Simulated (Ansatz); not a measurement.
```xyz
9

S     0.0173    0.0127    1.2345
C     0.0123    1.2835   -0.0014
C     0.0243   -1.2787   -0.0046
C    -0.0442    0.7288   -1.2533
C    -0.0282   -0.7205   -1.3099
H    -0.0312    2.2681    0.3292
H     0.0128   -2.3308    0.2840
H    -0.0138    1.3308   -2.1240
H    -0.0149   -1.3732   -2.1729
```

Basis set: STO-3G (spherical functions). Correlated methods keep 9 orbitals frozen. Charge 0, multiplicity 1.

Computed with Ansatz (development build ahead of 0.2.0); each method stands on the lowest determinant of its kind that the runs found. Restricted open shells among the atoms or ions are ROHF, correlated in semicanonical orbitals with singles.

Question: Give the atomization energy at this shape (free ground-state atoms in the same class of orbitals less the molecule, no zero-point energy) of singlet C₄H₄S by RHF-MP2, RHF.

Answer:

```tsv
method	atomization energy
RHF-MP2	4000.8 kJ/mol
RHF	3365.7 kJ/mol
```

Caution: the shape is not the minimum.

This basis has no polarisation functions and is too small for such energies, which can lie far from measured ones in either direction.
